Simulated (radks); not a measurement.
Coulomb parameter of the 4f shell of the neodymium ion Nd+ in the model configuration [Xe] 4f2 6s1 6p2, as a second difference U = [E(n + 0.5) + E(n - 0.5) - 2 E(n)] / (0.5)^2 with all orbitals relaxed. "Bare": the charge of the atom changes with n. "Screened": the 6p shell takes up the change at fixed total charge, which measures U(4f,4f) + U(6p,6p) - 2 U(4f,6p). Calculated with a radial shooting solver on a logarithmic mesh with Libxc functionals: Dirac Kohn-Sham, BLYP, spin-unpolarised, spherical densities, point nucleus; open shells are shared between the two j in proportion to 2j + 1.

| case | configuration | E - E(n) (eV) |
|---|---|---|
| start | [Xe] 4f2 6s1 6p2 | 0.000 |
| bare +0.5 | [Xe] 4f2.5 6s1 6p2 | -11.111 |
| bare -0.5 | [Xe] 4f1.5 6s1 6p2 | 15.357 |
| screened +0.5 | [Xe] 4f2.5 6s1 6p1.5 | -8.073 |
| screened -0.5 | [Xe] 4f1.5 6s1 6p2.5 | 10.479 |

U(bare) = 16.986 eV, U(screened by 6p) = 9.621 eV, against the Slater integral F0(4f,4f) = 27.496 eV with frozen orbitals.
